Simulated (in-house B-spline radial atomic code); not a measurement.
HSE06 excitations of Ca2+

Method: HSE06. Computed with an all-electron radial atomic-structure program (B-spline basis): linear response of the closed shell [Ne] 3s2 3p6 with the functional's adiabatic kernel; non-relativistic, point nucleus, no spin-orbit coupling, no double excitations, S, P, D and F terms only. Only terms of natural parity with L up to 3 were computed.

Command:
```bash
python run_td.py task.json out
```
Settings (radii: box in bohr, nucleus in fm):
```
Z                        20
electrons                18
configuration            [Ne] 3s2 3p6
hamiltonian              nr
method                   hse06
box_radius               29.48
intervals                54
```

Time taken, with all properties: 1.1 s on 1 thread of Arm Neoverse N1, with other jobs on the host.

The lowest states, in the order of their Tamm-Dancoff energies; the method's threshold (minus the highest occupied level) is 44.95 eV. Labels give the largest channel, * marks a mixed state, and oscillator strengths are full-response dipole values. Semilocal kernels can invert the small singlet-triplet splittings of Rydberg terms. Energies in eV:

```json
{"state": "3p → 3d 3P", "full response": "25.037", "Tamm-Dancoff": "25.136", "oscillator strength": "-"}
{"state": "3p → 3d 3F", "full response": "25.349", "Tamm-Dancoff": "25.529", "oscillator strength": "-"}
{"state": "3p → 3d 1F", "full response": "?", "Tamm-Dancoff": "?", "oscillator strength": "-"}
{"state": "3p → 4s 3P", "full response": "?", "Tamm-Dancoff": "?", "oscillator strength": "-"}
{"state": "3p → 4s 1P", "full response": "29.599", "Tamm-Dancoff": "29.607", "oscillator strength": "0.529"}
{"state": "3p → 4p 3S", "full response": "32.59", "Tamm-Dancoff": "32.61", "oscillator strength": "-"}
{"state": "3p → 4p 3D", "full response": "33.08", "Tamm-Dancoff": "33.10", "oscillator strength": "-"}
{"state": "3p → 4p 1D", "full response": "33.36", "Tamm-Dancoff": "33.37", "oscillator strength": "-"}
{"state": "3p → 3d 1P", "full response": "33.96", "Tamm-Dancoff": "34.81", "oscillator strength": "3.33"}
{"state": "3p → 4p 1S", "full response": "34.75", "Tamm-Dancoff": "34.89", "oscillator strength": "-"}
{"state": "3p → 4d 3P", "full response": "38.34", "Tamm-Dancoff": "38.35", "oscillator strength": "-"}
{"state": "3p → 4d 3F", "full response": "38.42", "Tamm-Dancoff": "38.44", "oscillator strength": "-"}
{"state": "3p → 5s 3P", "full response": "38.60", "Tamm-Dancoff": "38.61", "oscillator strength": "-"}
{"state": "3p → 4d 1F", "full response": "38.66", "Tamm-Dancoff": "38.66", "oscillator strength": "-"}
{"state": "3p → 5s 1P", "full response": "38.70", "Tamm-Dancoff": "38.70", "oscillator strength": "0.0927"}
{"state": "3p → 5p 3S", "full response": "39.69", "Tamm-Dancoff": "39.70", "oscillator strength": "-"}
```

Q: Where does 3p → 4s 3P lie?

A: At 29.135 eV in full response, 29.148 eV in Tamm-Dancoff.

Q: Where does 3p → 3d 1F lie?

A: At 27.769 eV in full response, 27.778 eV in Tamm-Dancoff.

Q: How large is the singlet-triplet splitting of 3p → 3d (F terms) in Tamm-Dancoff?

A: 2.25 eV, from the unrounded values.

Q: What polarisabilities and dispersion coefficient does the method give?

A: Dipole 3.305 bohr³, quadrupole 7.296 bohr⁵, C6 10.93 hartree·bohr⁶ for two such species.
